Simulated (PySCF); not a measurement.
Electron affinity of Te by level of theory

Te⁻ [Kr] 4d10 5s2 5p5 (2P) → Te [Kr] 4d10 5s2 5p4 (3P), as a difference of total energies. All numbers are calculated (PySCF 2.14, scalar relativity through the core potential, in aug-cc-pVTZ-PP with one added diffuse shell each of d, f type with ECP28MDF (6s5p5d3f, 67 functions)). Correlated levels: valence: 4s2 4p6 4d10 frozen. The calculations carry no spin-orbit coupling.

```json
{"method": "UHF", "electron affinity (eV)": "1.057", "difference from reference (eV)": "-0.914"}
{"method": "LDA", "electron affinity (eV)": "2.306", "difference from reference (eV)": "+0.335"}
{"method": "PBE", "electron affinity (eV)": "2.060", "difference from reference (eV)": "+0.089"}
{"method": "PBE0", "electron affinity (eV)": "2.019", "difference from reference (eV)": "+0.048"}
{"method": "r2SCAN", "electron affinity (eV)": "2.025", "difference from reference (eV)": "+0.054"}
{"method": "r2SCAN0", "electron affinity (eV)": "2.007", "difference from reference (eV)": "+0.036"}
{"method": "M06", "electron affinity (eV)": "1.942", "difference from reference (eV)": "-0.029"}
{"method": "BLYP", "electron affinity (eV)": "2.023", "difference from reference (eV)": "+0.052"}
{"method": "BHandHLYP", "electron affinity (eV)": "1.953", "difference from reference (eV)": "-0.018"}
{"method": "MP2 (valence)", "electron affinity (eV)": "1.851", "difference from reference (eV)": "-0.120"}
{"method": "SCS-MP2 (valence)", "electron affinity (eV)": "1.851", "difference from reference (eV)": "-0.120"}
```

Reference: 1.971 eV (measured; photodetachment measurements, as compiled on the Wikipedia data page of electron affinities).

The reference lies between the lowest fine-structure levels, while these numbers refer to the centres of the terms.

Errors of the correlated levels include the incompleteness of this basis and the frozen core.

In the anion the highest occupied orbital energy is positive at LDA, PBE, r2SCAN, M06, BLYP, a self-interaction effect; the basis confines that electron, and the energy difference can still be sensible.
